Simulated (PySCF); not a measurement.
Isomers of H9NSSi3, one GFN2-xTB conformer each. Single-point energies are computed at PBE0/pcSseg-1 (PySCF, gas phase, no added dispersion term), electronic only.

```tsv
SMILES	GFN2-xTB relative energy (kJ/mol)
[SiH3]N[SiH2]S[SiH3]	0.0
[SiH3]N([SiH3])[SiH2]S	14.5
```

Conformers: `[SiH3:1][NH:2][SiH2:3][S:4][SiH3:5]` with Si1–N2–Si3–S4 175°, N2–Si3–S4–Si5 179°; `[SiH3:1][N:2]([SiH3:3])[SiH2:4][SH:5]` with Si1–N2–Si4–S5 -81°, N2–Si4–S5–H -45°.

What does PBE0/pcSseg-1 give for the same structures?

| SMILES | PBE0/pcSseg-1 E (Eh) | PBE0/pcSseg-1 (kJ/mol) | GFN2-xTB (kJ/mol) | point group |
| --- | --- | --- | --- | --- |
| [SiH3]N[SiH2]S[SiH3] | -1326.27761 | 0.0 | 0.0 | – |
| [SiH3]N([SiH3])[SiH2]S | -1326.27502 | 6.8 | 14.5 | – |

Both levels put the same isomer lowest. As drawn, the lower has an N–H bond, which the higher lacks; the higher has an S–H bond, which the lower lacks. Neighbours under 10 kJ/mol apart ([SiH3]N[SiH2]S[SiH3] and [SiH3]N([SiH3])[SiH2]S) can change places with a better method, another conformer or zero-point energy.

Which frontier levels, dipoles and rotational constants go with these structures?

| SMILES | HOMO (eV, PBE0/pcSseg-1) | LUMO (eV) | dipole (D) | A, B, C (MHz) |
| --- | --- | --- | --- | --- |
| [SiH3]N[SiH2]S[SiH3] | -7.33 | -0.27 | 0.73 | 8298, 665.2, 629.3 |
| [SiH3]N([SiH3])[SiH2]S | -7.33 | -0.25 | 1.85 | 2378, 1263, 999.9 |

As an exercise, what shares would exp(−E/RT) give at 500 K from these electronic energies alone (no entropy, no degeneracies)?

RT = 4.157 kJ/mol: [SiH3]N[SiH2]S[SiH3] 83.7 %, [SiH3]N([SiH3])[SiH2]S 16.3 %.
